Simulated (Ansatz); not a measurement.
BCP, `Cc1cc(-c2ccccc2)c2ccc3c(-c4ccccc4)cc(C)nc3c2n1`, relaxed as a singlet with RKS PBE-D4/def2-SVP in Ansatz, starting from the GFN2-xTB geometry. Force threshold 0.03 eV/Å.

Single mean-field runs in def2-SVP are fitted with def2-universal-jkfit.

Start:

Cartesian coordinates in Å:
```
C 0.138 5.227 0.207
C 0.266 3.780 -0.151
C 0.904 3.399 -1.344
C 1.012 2.064 -1.659
C 1.683 1.656 -2.913
C 0.955 1.537 -4.090
C 1.592 1.199 -5.270
C 2.959 0.980 -5.284
C 3.688 1.090 -4.112
C 3.054 1.427 -2.930
C 0.474 1.112 -0.765
C 0.537 -0.288 -1.008
C 0.010 -1.171 -0.126
C -0.620 -0.722 1.067
C -1.182 -1.611 2.011
C -1.145 -3.076 1.813
C -0.086 -3.823 2.313
C -0.075 -5.199 2.166
C -1.121 -5.838 1.521
C -2.175 -5.096 1.015
C -2.189 -3.720 1.160
C -1.776 -1.087 3.136
C -1.810 0.307 3.317
C -2.455 0.893 4.534
N -1.292 1.140 2.449
C -0.707 0.662 1.346
C -0.147 1.601 0.408
N -0.236 2.906 0.687
H -0.422 5.758 -0.562
H 1.123 5.686 0.285
H -0.379 5.319 1.157
H 1.306 4.148 -2.010
H -0.112 1.714 -4.074
H 1.021 1.109 -6.182
H 3.456 0.722 -6.208
H 4.753 0.913 -4.118
H 3.618 1.515 -2.012
H 1.017 -0.628 -1.914
H 0.057 -2.235 -0.310
H 0.727 -3.320 2.818
H 0.750 -5.775 2.558
H -1.115 -6.912 1.413
H -2.988 -5.591 0.506
H -3.010 -3.137 0.768
H -2.212 -1.744 3.875
H -3.504 0.604 4.582
H -1.963 0.528 5.435
H -2.380 1.975 4.497
```

Q: Estimate the energy that the relaxation releases and the steps that it takes.

A: 0.41 eV, in 4 steps; 12 s on 2 threads of AMD EPYC 7R13 on a shared host and a share (18 GiB) of an NVIDIA H100 80GB HBM3. No frequencies were taken in this run, so the end may be a saddle point.

Q: Does the start keep its bonding and symmetry?

A: By distances, no bond broke or formed. The bond that changes most is C26–C27, from 1.44 to 1.46 Å (atoms count from 1). Point group C2v at the start, C2v at the end, both within 0.05 Å.

Q: Predict the relaxed structure.

A: 
```xyz
48

C     0.139    5.302    0.210
C     0.263    3.842   -0.144
C     0.909    3.449   -1.351
C     1.022    2.101   -1.673
C     1.697    1.679   -2.935
C     0.961    1.541   -4.129
C     1.600    1.165   -5.320
C     2.982    0.918   -5.332
C     3.722    1.049   -4.146
C     3.084    1.425   -2.954
C     0.476    1.139   -0.765
C     0.541   -0.274   -1.007
C     0.005   -1.170   -0.113
C    -0.635   -0.719    1.091
C    -1.203   -1.622    2.044
C    -1.160   -3.098    1.835
C    -0.078   -3.859    2.324
C    -0.048   -5.250    2.145
C    -1.097   -5.898    1.474
C    -2.175   -5.147    0.980
C    -2.207   -3.756    1.158
C    -1.802   -1.088    3.180
C    -1.839    0.323    3.371
C    -2.489    0.906    4.600
N    -1.314    1.172    2.491
C    -0.724    0.684    1.375
C    -0.154    1.637    0.423
N    -0.248    2.957    0.708
H    -0.425    5.858   -0.569
H     1.137    5.783    0.289
H    -0.388    5.400    1.176
H     1.321    4.209   -2.032
H    -0.123    1.735   -4.118
H     1.013    1.064   -6.246
H     3.483    0.625   -6.267
H     4.806    0.857   -4.148
H     3.663    1.528   -2.024
H     1.029   -0.631   -1.926
H     0.060   -2.251   -0.308
H     0.743   -3.349    2.851
H     0.800   -5.833    2.535
H    -1.074   -6.990    1.335
H    -3.001   -5.649    0.452
H    -3.052   -3.166    0.771
H    -2.247   -1.760    3.930
H    -3.559    0.617    4.665
H    -2.000    0.538    5.527
H    -2.413    2.007    4.565
```
Bond lengths: 28 × C–C 1.37 to 1.51 Å; 4 × C–N 1.33 to 1.35 Å; 20 × C–H 1.10 to 1.11 Å.
